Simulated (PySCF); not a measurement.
# Hartree-Fock beside MP2: BH4NSi

These are calculations, not measurements. They come from PySCF 2.14.0, an open-source quantum chemistry program, on an isolated molecule that a program drew, which may never have been made. The molecule is BH4NSi (charge 0, singlet), drawn as the SMILES string `BN=[SiH2]`.

The geometry was optimised and harmonic frequencies were computed with HF and MP2, all in the cc-pV(D+d)Z basis, for the commonest isotopes, with a restricted reference for singlets and an unrestricted one otherwise, and a frozen core in MP2. Each result is a local minimum of its method.

Geometry at the HF minimum:
```xyz
7
BH4NSi, angstrom
B    -2.2932    1.4905    0.5021
N    -1.5855    0.3054    0.3774
Si   -0.7915   -1.0236    0.2375
H    -1.8918    2.4992   -0.0251
H    -3.3178    1.5252    1.1391
H    -1.0128   -1.9921   -0.8454
H     0.2598   -1.4447    1.1741
```

Lengths of the bonds as drawn, in Å (atoms numbered as above):
| bond | HF | MP2 |
|---|---|---|
| B1-N2 | 1.386 | 1.395 |
| N2-Si3 | 1.554 | 1.595 |
| B1-H4 | 1.207 | 1.211 |
| B1-H5 | 1.207 | 1.211 |
| Si3-H6 | 1.470 | 1.474 |
| Si3-H7 | 1.470 | 1.474 |

Rotational constants, in GHz:
| constant | HF | MP2 |
|---|---|---|
| A | 97.04 | 94.73 |
| B | 5.29 | 5.131 |
| C | 5.244 | 5.086 |

Harmonic frequencies in cm^-1, each column in rising order, so a row needn't be the same motion in every method:
| rank | HF | MP2 |
|---|---|---|
| 1 | 141 | 126 |
| 2 | 245 | 216 |
| 3 | 437 | ? |
| 4 | 717 | 593 |
| 5 | 752 | 697 |
| 6 | 866 | 797 |
| 7 | 1001 | 933 |
| 8 | 1082 | 1017 |
| 9 | 1094 | 1018 |
| 10 | 1318 | 1235 |
| 11 | 1643 | 1541 |
| 12 | 2376 | 2323 |
| 13 | 2376 | 2339 |
| 14 | 2623 | 2592 |
| 15 | 2673 | 2667 |

**Estimate the missing MP2 frequency from the HF column.**

A single factor s that minimises the squared misfit of MP2 against s times HF over the other rows is sum(HF x MP2) / sum(HF^2) = 0.9712, with an rms misfit of 48 cm^-1. For rank 3 it gives 0.9712 x 437 = 424 cm^-1. The calculation gives 486 cm^-1, 62 cm^-1 above the estimate. The drawn bonds are on average 0.7 % longer in MP2 than in HF.
